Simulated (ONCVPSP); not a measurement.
**Transferability test, ONCV potential for Rb**

rubidium, optimised norm-conserving Vanderbilt (ONCV), made with ONCVPSP 4.0.1 (LDA (Perdew-Wang 92), fully relativistic). Core [Ar] 3d10, reference 4s2 4p6 (charge +1). Waves: 4s: rc 2.05 bohr, ncon 4, nbas 7, qcut 4.8 1/bohr, 3 projectors, debl 1.2 Ha; 4p: rc 2.70 bohr, ncon 4, nbas 7, qcut 6.4 1/bohr, 2 projectors, debl 1 Ha; d scattering state at 0.38 Ha: rc 2.40 bohr, ncon 4, nbas 8, qcut 4 1/bohr, 2 projectors, debl 1.7 Ha. Local part: polynomial inside 1.45 bohr (lpopt 5, dvloc0 0 Ha). Core correction: Teter function, fcfact 2.5, rcfact 1.4.

Open shells are filled in proportion to 2j + 1.

In the s channel the program set the typed energies aside and used -1.388, 0.250, 1.450 Ha. In the d channel the program set the typed energies aside and used 0.050, 1.750 Ha (j = l + 1/2; the other j can differ).

Energies are relative to the spin-unpolarised reference configuration 4s2 4p6; without spin polarisation the order of configurations can differ from experiment.

| valence configuration | charge | ΔE all-electron (eV) | error AE − PS (meV) |
| --- | --- | --- | --- |
| 4s2 4p6 5s1 | 0 | -4.274 | -0.1 |
| 4s2 4p5 5s1 | +1 | 16.977 | -10 |

**Question.** What are ΔE and the potential's error for 4s2 4p6 5s0.5?

**Answer.** ΔE = -2.617 eV all-electron; the error (AE − PS) is 0.0 meV.

**Question.** What are ΔE and the potential's error for 4s2 4p6 5p1?

**Answer.** ΔE = -2.657 eV all-electron; the error (AE − PS) is 0.0 meV.
